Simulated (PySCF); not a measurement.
2-methyl-1,3-dioxole (C₄H₆O₂), SMILES CC1OC=CO1. Heavy atoms are numbered as in [CH3:1][CH:2]1[O:3][CH:4]=[CH:5][O:6]1. Hydrogens are named by the atom that carries them.

Geometry optimised at PBE0-D3(BJ)/def2-SVP. One conformer was computed; it need not be the lowest.

Calculation: PBE/pcSseg-1 (PySCF).

GIAO shieldings, no solvent; atoms alike by connectivity are averaged. δ = σ(ref) − σ: ¹³C against TMS (σ = 182.0 ppm); ¹⁷O against H2O (σ = 334.3 ppm); ¹H against TMS (σ = 31.49 ppm), references at their B3LYP-D3(BJ)/def2-TZVP geometries, non-relativistic.

| nucleus | atoms | count | δ (ppm) |
|---|---|---|---|
| ¹³C | C4 (CH) | 2 | 130.3 |
| ¹³C | C2 (CH) | 1 | 116.8 |
| ¹³C | C1 (CH3) | 1 | 22.6 |
| ¹⁷O | O3 | 2 | 137.2 |
| ¹H | H on C2 | 1 | 6.77 |
| ¹H | H on C4 | 2 | 6.25 |
| ¹H | H on C1 | 3 | 1.46 |
